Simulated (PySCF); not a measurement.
Electronic structure of B²⁺ (boron, charge +2) at the UHF level

Configuration: [He] 2p1, 2P determinant (an excited configuration). Calculation: PySCF 2.14, in def2-TZVPPD; the non-relativistic Hamiltonian (point nucleus).

- Total energy: -23.153291 hartree
- One-electron energy: -27.5966 hartree
- Hartree (Coulomb) energy: 7.6738 hartree
- Exchange energy: -3.2306 hartree
- Kinetic energy: 23.15169 hartree
- ⟨S²⟩: 0.7500
- ⟨L²⟩: 2.000
- Sum of ⟨r⟩: 2.238 bohr
- Sum of ⟨r²⟩: 3.337 bohr²
- Traceless quadrupole moment −½Σ⟨3z² − r²⟩ along its main axis: -1.22 e·bohr²
- Density at the nucleus (Gaussians lack the cusp): 66.9 bohr⁻³
- Spin density at the nucleus: -0.243 bohr⁻³
- Langevin diamagnetic susceptibility: -2.64 ×10⁻⁶ cm³/mol

| shell | electrons | mean orbital energy (hartree) | rms radius, mean of both spins (bohr) |
| --- | --- | --- | --- |
| 1s α | 1 | -8.78303 | 0.379 |
| 1s β | 1 | -8.75913 | 0.379 |
| 2p α | 1 | -1.16785 | 1.75 |

Spin-orbit constants ζ (cm⁻¹) from the X2C one-electron operator on these orbitals (non-relativistic here): bare nucleus, nucleus screened by l(l+1)(2l+1)/3 electrons, and screened by the Breit-Pauli mean field of the electrons.

```
shell   bare  screened nucleus  mean field
   2p  44.30             26.58       20.87
```

To first order the Landé constant is A = 20.87 cm⁻¹, so the lowest level has J = 1/2 and lies 0.00259 eV below the centre of the term.
